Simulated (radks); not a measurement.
Results of a calculation; reference values are marked as such.
Q: Ionisation of the sulfur ion S3+, [Ne] 3s2 3p1, to S4+, [Ne] 3s2, under several functionals. Non-relativistic Kohn-Sham, spin-unpolarised, spherical densities, point nucleus; a radial shooting solver on a logarithmic mesh with Libxc functionals. The NIST Atomic Spectra Database gives 47.22 eV (semi-empirical). Rank these functionals by the error of their Delta-SCF ionisation energy: TPSS; AM05; MS2 meta-GGA; Wu-Cohen GGA; exchange-only PBE; SOGGA; TASK exchange with Perdew-Wang LDA correlation; PW91; PBEsol.

A: From best to worst: PW91 46.903 eV (-0.319); Wu-Cohen GGA 46.840 eV (-0.382); PBEsol 46.762 eV (-0.460); AM05 46.745 eV (-0.477); TPSS 46.736 eV (-0.486); SOGGA 46.643 eV (-0.579); MS2 meta-GGA 46.557 eV (-0.665); TASK exchange with Perdew-Wang LDA correlation 46.379 eV (-0.843); exchange-only PBE 45.826 eV (-1.396). Spin polarisation and multiplet splitting are left out, so open shells lie too high by an amount that depends on their filling.

Beside tabulated values, note that spin-unpolarised runs miss the spin-polarisation part of the exchange energy of open shells.
